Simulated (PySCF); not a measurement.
## C9H12O: calculation and literature

Numbering as in the mapped SMILES `[CH3:1][CH:2]([CH3:3])[O:4][c:5]1[cH:6][cH:7][cH:8][cH:9][cH:10]1` (H(Xn): hydrogen on atom n).

What is known from experiment: δ $^{1}$H H(C2) 4.51; H(C1)/H(C3) 1.31 ppm (measured; solution, not stated per compound (mostly CDCl3 or CCl4); Pretsch, Buehlmann, Badertscher, Structure Determination of Organic Compounds, 4th ed. (2009)).

In vacuum, non-relativistic Hamiltonian, rapidly exchanging positions averaged, single conformer. GFN2-xTB geometry; GIAO PBE0/pcSseg-1 shieldings; PySCF 2.14.

Question: How close does the calculation come?

Answer: 
Reference values: measured (solution, not stated per compound (mostly CDCl3 or CCl4); Pretsch, Buehlmann, Badertscher, Structure Determination of Organic Compounds, 4th ed. (2009)).
```
      atoms   quantity  reference  computed  computed, scaled
      H(C2)  δ $^{1}$H       4.51      4.41              4.25
H(C1)/H(C3)  δ $^{1}$H       1.31      1.38              1.39
```

Computed shifts are σ(ref) − σ with the named reference compound (TMS for H and C) calculated as an isolated molecule at the same level. The measured values may be among those fitted. Scaled to experiment by linear calibration (H and C: mostly CDCl3 data, vs TMS): $^{1}$H: δ = 30.01 − 0.943σ (rms 0.17 ppm, 504 shifts, 0.18 ppm with the 4 outliers that the fit left out). Occasional misses reach two or three times the rms, and more in compound classes unlike the fitted ones.

Question: How far are the unscaled $^{1}$H shifts from the references?

Answer: Mean signed difference -0.01 ppm, mean absolute 0.08 ppm over 2 comparisons; the largest is -0.10 ppm at H(C2) (hydrogen on an sp3 CH bonded to O).
